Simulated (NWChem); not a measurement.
System: C$_{3}$H$_{5}$BF$_{2}$; SMILES C=CCB(F)F

NWChem printed, in part:

```
             Northwest Computational Chemistry Package (NWChem) 7.3.0
             --------------------------------------------------------

 C1  symmetry detected

                             Geometry "geometry" -> ""
                             -------------------------

 Output coordinates in angstroms (scale by  1.889725989 to convert to a.u.)

  No.       Tag          Charge          X              Y              Z
 ---- ---------------- ---------- -------------- -------------- --------------
    1 B                    5.0000    -0.01043323     1.03687586    -0.02697732
    2 C                    6.0000    -0.65186559    -0.32403104    -0.46193000
    3 C                    6.0000     0.22364242    -1.52301387    -0.27870719
    4 C                    6.0000    -0.08285248    -2.59635939     0.45112451
    5 H                    1.0000    -0.88678463    -0.18680471    -1.53825470
    6 H                    1.0000    -1.62782964    -0.44775810     0.03453884
    7 H                    1.0000     1.19773475    -1.48880368    -0.78205172
    8 H                    1.0000    -1.04003553    -2.67971301     0.97679459
    9 H                    1.0000     0.61330623    -3.43288684     0.55149493
   10 F                    9.0000     1.29680683     1.20644995     0.05418258
   11 F                    9.0000    -0.75655918     2.09488482     0.23797750

 Effective nuclear repulsion energy (a.u.)     210.4730359068

  pbe96 is a nonlocal functional; adding pw91lda local functional.

                                 NWChem DFT Module
                                 -----------------

 Summary of "ao basis" -> "ao basis" (spherical)
 ------------------------------------------------------------------------------
       Tag                 Description            Shells   Functions and Types
 ---------------- ------------------------------  ------  ---------------------
 B                          6-31+g*                  8       18   4s3p1d
 C                          6-31+g*                  8       18   4s3p1d
 H                          6-31+g*                  2        2   2s
 F                          6-31+g*                  8       18   4s3p1d

            General Information
            -------------------
          SCF calculation type: DFT
          Wavefunction type:  closed shell.
          No. of atoms     :    11
          No. of electrons :    46
           Alpha electrons :    23
            Beta electrons :    23
          Charge           :     0
          Spin multiplicity:     1
          Use of symmetry is: off; symmetry adaption is: off
          Maximum number of iterations: 150
          AO basis - number of functions:   118
                     number of shells:    58
          Convergence on energy requested:  1.00D-06
          Convergence on density requested:  1.00D-05
          Convergence on gradient requested:  5.00D-04

              XC Information
              --------------
          PerdewBurkeErnzerhof Exchange Functional  1.000
            Perdew 1991 LDA Correlation Functional  1.000 local
           PerdewBurkeErnz. Correlation Functional  1.000 non-local

             Grid Information
             ----------------
          Grid used for XC integration:  medium
          Radial quadrature: Mura-Knowles
          Angular quadrature: Lebedev.
          Tag              B.-S. Rad. Rad. Pts. Rad. Cut. Ang. Pts.
          ---              ---------- --------- --------- ---------
          B                   0.85       49          14.0       434
          C                   0.70       49          14.0       434
          H                   0.35       45          14.0       434
          F                   0.50       49          14.0       434
          Grid pruning is: on
          Number of quadrature shells:   519
          Spatial weights used:  Erf1

      Superposition of Atomic Density Guess
      -------------------------------------

 Sum of atomic energies:        -338.76804732

      Non-variational initial energy
      ------------------------------

 Total energy =    -341.596283
 1-e energy   =    -881.741687
 2-e energy   =     329.672368
 HOMO         =      -0.306362
 LUMO         =       0.010193

   convergence    iter        energy       DeltaE   RMS-Dens  Diis-err
 ---------------- ----- ----------------- --------- --------- ---------
 d= 0,ls=0.0,diis     1   -341.4736867248 -5.52D+02  1.55D-02  1.00D+00
 d= 0,ls=0.0,diis     2   -341.3518951808  1.22D-01  9.36D-03  2.68D+00
 d= 0,ls=0.0,diis     3   -341.5771309206 -2.25D-01  2.35D-03  7.29D-02
 d= 0,ls=0.0,diis     4   -341.5791412974 -2.01D-03  1.39D-03  3.59D-02
 d= 0,ls=0.0,diis     5   -341.5835242099 -4.38D-03  4.18D-04  3.89D-03
  Resetting Diis
 d= 0,ls=0.0,diis     6   -341.5840315973 -5.07D-04  1.14D-04  1.14D-04
 d= 0,ls=0.0,diis     7   -341.5840475726 -1.60D-05  5.09D-05  6.99D-06
 d= 0,ls=0.0,diis     8   -341.5840465115  1.06D-06  2.73D-05  1.67D-05
 d= 0,ls=0.0,diis     9   -341.5840484380 -1.93D-06  3.65D-06  4.66D-07
 d= 0,ls=0.0,diis    10   -341.5840484771 -3.90D-08  1.20D-06  1.72D-08

         Total DFT energy =     -341.584048477054
      One electron energy =     -886.135818525241
           Coulomb energy =      376.819847442046
    Exchange-Corr. energy =      -42.741113300641
 Nuclear repulsion energy =      210.473035906782

 Numeric. integr. density =       45.999998769174

                       DFT Final Molecular Orbital Analysis
                       ------------------------------------

 Vector   21  Occ=2.000000D+00  E=-3.248857D-01
              MO Center= -1.9D-01, -2.1D-01, -1.8D-01, r^2= 3.2D+00
   Bfn.  Coefficient  Atom+Function         Bfn.  Coefficient  Atom+Function
  ----- ------------  ---------------      ----- ------------  ---------------
    22      0.248755   2 C  py               21      0.247373   2 C  px
    86      0.236538  10 F  py               41      0.205254   3 C  pz
     4     -0.181278   1 B  py               75     -0.168196   6 H  s
    58      0.160598   4 C  py                6      0.156439   1 B  s
   104      0.155423  11 F  py               76     -0.150919   6 H  s

 Vector   22  Occ=2.000000D+00  E=-3.137630D-01
              MO Center= -3.6D-02, -1.6D+00,  2.3D-02, r^2= 3.4D+00
   Bfn.  Coefficient  Atom+Function         Bfn.  Coefficient  Atom+Function
  ----- ------------  ---------------      ----- ------------  ---------------
    39      0.284485   3 C  px               22      0.243785   2 C  py
    57     -0.231691   4 C  px               77      0.193193   7 H  s
    79      0.179567   8 H  s                78      0.178273   7 H  s
    81     -0.178718   9 H  s                80      0.167650   8 H  s
    82     -0.157343   9 H  s                28      0.155163   2 C  s

[...]

                                NWChem TDDFT Module
                                -------------------

            General Information
            -------------------
           No. of orbitals :     236
            Alpha orbitals :     118
             Beta orbitals :     118
        Alpha frozen cores :       0
         Beta frozen cores :       0
     Alpha frozen virtuals :       0
      Beta frozen virtuals :       0
         Spin multiplicity :       1
    Number of AO functions :     118
        Use of symmetry is : off
      Symmetry adaption is : off
         Schwarz screening :  0.10D-07

              XC Information
              --------------
   PerdewBurkeErnzerhof Exchange Functional   1.00
     Perdew 1991 LDA Correlation Functional   1.00 local
    PerdewBurkeErnz. Correlation Functional   1.00 non-local

             TDDFT Information
             -----------------
          Calculation type : Tamm-Dancoff TDDFT
         Wavefunction type : Restricted singlets
          No. of electrons :      46
           Alpha electrons :      23
            Beta electrons :      23
              No. of roots :       6
          Max subspacesize :    5200
            Max iterations :     100
               Target root :       1
           Target symmetry : none
      Symmetry restriction : off
                 Algorithm : Optimal
        Davidson threshold :  0.10D-03

    6 smallest eigenvalue differences (eV)
--------------------------------------------------------
  No. Spin  Occ  Vir  Irrep   E(Occ)    E(Vir)   E(Diff)
--------------------------------------------------------
    1    1   23   24 a        -0.233    -0.033     5.459
    2    1   23   25 a        -0.233    -0.030     5.521
    3    1   23   26 a        -0.233    -0.018     5.863
    4    1   23   27 a        -0.233     0.012     6.672
    5    1   23   28 a        -0.233     0.014     6.731
    6    1   23   29 a        -0.233     0.024     6.998
--------------------------------------------------------

  Entering Davidson iterations
  Restricted singlet excited states

  Iter   NTrls   NConv    DeltaV     DeltaE      Time
  ----  ------  ------  ---------  ---------  ---------
    1      6       0     0.25E+00   0.10+100       10.7
    2     12       0     0.16E+00   0.55E-01       10.6
    3     18       0     0.29E-01   0.28E-01       10.5
    4     24       1     0.79E-02   0.12E-02       10.7
    5     29       4     0.11E-02   0.79E-04       10.0
    6     31       5     0.16E-03   0.19E-05        6.4
    7     32       6     0.59E-04   0.34E-07        5.4
  ----  ------  ------  ---------  ---------  ---------
  Convergence criterion met

  Ground state a        -341.584048477054 a.u.

  ----------------------------------------------------------------------------
  Root   1 singlet a              0.205112726 a.u.                5.5814 eV
  ----------------------------------------------------------------------------
     Transition Moments    X  0.00292   Y -0.09234   Z  0.00803
     Dipole Oscillator Strength                    0.0011758237
     Electric Quadrupole                           0.0000001105
     Magnetic Dipole                               0.0000002918
     Total Oscillator Strength                     0.0011762260

     Occ.   23  a   ---  Virt.   24  a       -0.61294
     Occ.   23  a   ---  Virt.   25  a       -0.78255
     Occ.   23  a   ---  Virt.   26  a       -0.07749
  ----------------------------------------------------------------------------
  Root   2 singlet a              0.215666037 a.u.                5.8686 eV
  ----------------------------------------------------------------------------
     Transition Moments    X -0.01329   Y -0.11915   Z -0.09310
     Dipole Oscillator Strength                    0.0033127419
     Electric Quadrupole                           0.0000001546
     Magnetic Dipole                               0.0000003371
     Total Oscillator Strength                     0.0033132335

     Occ.   23  a   ---  Virt.   24  a       -0.07582
     Occ.   23  a   ---  Virt.   25  a        0.15457
     Occ.   23  a   ---  Virt.   26  a       -0.98431
  ----------------------------------------------------------------------------
  Root   3 singlet a              0.245117273 a.u.                6.6700 eV
  ----------------------------------------------------------------------------
     Transition Moments    X -0.15513   Y -0.06685   Z -0.30790
     Dipole Oscillator Strength                    0.0201544253
     Electric Quadrupole                           0.0000001627
     Magnetic Dipole                               0.0000002502
     Total Oscillator Strength                     0.0201548382

     Occ.   23  a   ---  Virt.   27  a        0.99239
     Occ.   23  a   ---  Virt.   28  a        0.09141
  ----------------------------------------------------------------------------
  Root   4 singlet a              0.247599419 a.u.                6.7375 eV
  ----------------------------------------------------------------------------
     Transition Moments    X -0.11189   Y -0.30611   Z -0.18381
     Dipole Oscillator Strength                    0.0231106888
     Electric Quadrupole                           0.0000002826
     Magnetic Dipole                               0.0000001761
     Total Oscillator Strength                     0.0231111475

     Occ.   23  a   ---  Virt.   24  a       -0.08581
     Occ.   23  a   ---  Virt.   25  a        0.08229
     Occ.   23  a   ---  Virt.   27  a        0.10222
     Occ.   23  a   ---  Virt.   28  a       -0.98200
     Occ.   23  a   ---  Virt.   29  a       -0.08212
  ----------------------------------------------------------------------------
  Root   5 singlet a              0.252837165 a.u.                6.8801 eV
  ----------------------------------------------------------------------------
     Transition Moments    X  0.07792   Y -0.73416   Z  0.49767
     Dipole Oscillator Strength                    0.1336216465
     Electric Quadrupole                           0.0000004757
     Magnetic Dipole                               0.0000002376
     Total Oscillator Strength                     0.1336223599

     Occ.   21  a   ---  Virt.   24  a        0.08831
     Occ.   21  a   ---  Virt.   25  a       -0.09711
     Occ.   23  a   ---  Virt.   24  a       -0.39710
     Occ.   23  a   ---  Virt.   25  a        0.29929
     Occ.   23  a   ---  Virt.   26  a        0.09165
     Occ.   23  a   ---  Virt.   27  a        0.05556
     Occ.   23  a   ---  Virt.   28  a        0.14644
     Occ.   23  a   ---  Virt.   29  a       -0.81011
     Occ.   23  a   ---  Virt.   32  a       -0.07798
     Occ.   23  a   ---  Virt.   33  a       -0.11832
     Occ.   23  a   ---  Virt.   37  a        0.06623
  ----------------------------------------------------------------------------
  Root   6 singlet a              0.267734341 a.u.                7.2854 eV
  ----------------------------------------------------------------------------
     Transition Moments    X -0.13347   Y -0.86472   Z  0.42298
     Dipole Oscillator Strength                    0.1685770425
     Electric Quadrupole                           0.0000017995
     Magnetic Dipole                               0.0000005107
     Total Oscillator Strength                     0.1685793526

     Occ.   19  a   ---  Virt.   24  a        0.05240
     Occ.   20  a   ---  Virt.   24  a        0.06689
     Occ.   20  a   ---  Virt.   25  a       -0.05562
     Occ.   21  a   ---  Virt.   24  a        0.19828
     Occ.   21  a   ---  Virt.   25  a       -0.14269
     Occ.   22  a   ---  Virt.   24  a        0.06460
     Occ.   22  a   ---  Virt.   25  a       -0.12944
     Occ.   23  a   ---  Virt.   24  a       -0.46910
     Occ.   23  a   ---  Virt.   25  a        0.36263
     Occ.   23  a   ---  Virt.   26  a        0.09042
     Occ.   23  a   ---  Virt.   28  a        0.05397
     Occ.   23  a   ---  Virt.   29  a        0.55313
     Occ.   23  a   ---  Virt.   30  a        0.19660
     Occ.   23  a   ---  Virt.   31  a        0.11620
     Occ.   23  a   ---  Virt.   32  a       -0.22581
     Occ.   23  a   ---  Virt.   33  a       -0.28706
     Occ.   23  a   ---  Virt.   35  a       -0.05152
     Occ.   23  a   ---  Virt.   37  a        0.12388
     Occ.   23  a   ---  Virt.   38  a        0.05995
     Occ.   23  a   ---  Virt.   39  a       -0.08384

              Target root =      1
          Target symmetry = none
      Ground state energy =   -341.584048477054
        Excitation energy =      0.205112725854
     Excited state energy =   -341.378935751200

  stored tddft:energy   -341.37893575120040
```

Level: PBE/6-31+G* (spherical d), TDA. Coordinates come from a PBE0/def2-SVP optimisation.

Problem. Which NWChem input produces such a log?

Solution. This is not unique; one that fits is the input that was run:
```
start job
memory heap 200 mb stack 900 mb global 1100 mb
geometry units angstroms noautoz
  B     -0.020218     1.034326    -0.053051
  C     -0.668535    -0.336045    -0.446059
  C      0.219705    -1.527648    -0.276481
  C     -0.055044    -2.591998     0.478725
  H     -0.941518    -0.215531    -1.515381
  H     -1.625920    -0.457763     0.085819
  H      1.175496    -1.495545    -0.813896
  H     -0.992877    -2.672829     1.038557
  H      0.648990    -3.423322     0.566622
  F      1.288055     1.211926    -0.019902
  F     -0.762763     2.092090     0.222721
end
basis spherical
  * library 6-31+g*
end
dft
  xc xpbe96 cpbe96
  iterations 150
end
tddft
  cis
  nroots 6
  notriplet
end
task tddft energy
```
